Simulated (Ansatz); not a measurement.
Cost and result for the atomization energy of C₃H₉FOSi (`CCO[SiH](C)F`) (15 atoms, 14 bonds).

```csv
atom,x (Å),y (Å),z (Å)
C1,-0.451,-2.439,-0.441
C2,-0.657,-0.953,-0.294
O3,0.560,-0.283,-0.572
Si4,0.821,1.320,-0.457
C5,0.363,2.016,1.197
F6,-0.065,2.087,-1.551
H7,0.314,-2.791,0.254
H8,-1.381,-2.974,-0.234
H9,-0.130,-2.682,-1.456
H10,-0.991,-0.715,0.724
H11,-1.434,-0.606,-0.986
H12,2.242,1.520,-0.811
H13,0.924,1.523,1.994
H14,-0.704,1.892,1.400
H15,0.587,3.085,1.234
```

Total charge 0; spin multiplicity 1. The structure was optimised at the PBE0-D4/def2-TZVP level. It is one conformer, not always the lowest. Program: Ansatz. All runs use 2 threads of an AMD EPYC 7R13 on a shared host and a share of an NVIDIA H100 80 GB. Times are those of one run each, without the atoms' runs, and a repeat can differ threefold. Electronic energies, without spin–orbit coupling; frozen cores. CCSD(T)/CBS adds CCSD(T) − MP2 in def2-TZVPP to the MP2 limit, and its time is that of the two runs behind it. T1 = 0.011. B3LYP takes the VWN-RPA correlation (the form of Gaussian; ORCA's B3LYP/G).

CCSD(T)/CBS is a level of theory with its own doubt, some kJ/mol a heavy atom from the limit and from the frozen cores, so smaller differences don't rank the functionals.

```json
{"level": "PBE0-D4/def2-TZVPP", "functions": "323", "wall time": "4.1 s", "atomization (kJ/mol)": "5895.1", "difference from CCSD(T)/CBS": "-22.3", "per bond": "-1.6"}
{"level": "MP2/def2-QZVPP", "functions": "625", "wall time": "4.4 s", "atomization (kJ/mol)": "5945.2", "difference from CCSD(T)/CBS": "27.8", "per bond": "2.0"}
{"level": "PBE-D4/def2-TZVPP (with forces)", "functions": "323", "wall time": "4.5 s", "atomization (kJ/mol)": "5974.9", "difference from CCSD(T)/CBS": "57.5", "per bond": "4.1"}
{"level": "r2SCAN-D4/def2-TZVPP (with forces)", "functions": "323", "wall time": "4.6 s", "atomization (kJ/mol)": "5915.5", "difference from CCSD(T)/CBS": "-1.9", "per bond": "-0.1"}
{"level": "B3LYP-D4/def2-TZVPP (with forces)", "functions": "323", "wall time": "5.5 s", "atomization (kJ/mol)": "5898.8", "difference from CCSD(T)/CBS": "-18.6", "per bond": "-1.3"}
{"level": "B2PLYP/def2-TZVPP", "functions": "323", "wall time": "6 s", "atomization (kJ/mol)": "5849.6", "difference from CCSD(T)/CBS": "-67.8", "per bond": "-4.8"}
{"level": "ωB97X-V/def2-TZVPP", "functions": "323", "wall time": "7.5 s", "atomization (kJ/mol)": "5918.0", "difference from CCSD(T)/CBS": "0.6", "per bond": "0.0"}
{"level": "CCSD(T)/def2-TZVPP", "functions": "323", "wall time": "9 s", "atomization (kJ/mol)": "5775.9", "difference from CCSD(T)/CBS": "-141.5", "per bond": "-10.1"}
{"level": "ωB97M-V/def2-TZVPP (with forces)", "functions": "323", "wall time": "11 s", "atomization (kJ/mol)": "5920.8", "difference from CCSD(T)/CBS": "3.4", "per bond": "0.2"}
{"level": "CCSD(T)/CBS(def2)", "functions": "–", "wall time": "13 s", "atomization (kJ/mol)": "5917.4", "difference from CCSD(T)/CBS": "0.0", "per bond": "0.0"}
```

In def2-TZVPP, CCSD(T) changes the Hartree–Fock value by +1329.0 kJ/mol (the triples alone add +69.0 kJ/mol) and MP2 by +1413.6 kJ/mol; breaking electron pairs costs correlation energy, which Hartree–Fock lacks. From PBE to PBE0 (25 % exact exchange), in def2-TZVPP and without D4, the atomization energy moves by −75.5 kJ/mol: exact exchange takes away binding that semilocal exchange gives to molecules. The D4 term adds +45.0 kJ/mol with B3LYP and +23.9 kJ/mol with PBE0; it sums over pairs of atoms, weighted by their polarisabilities, and B3LYP, whose exchange is more repulsive, gets the larger term.
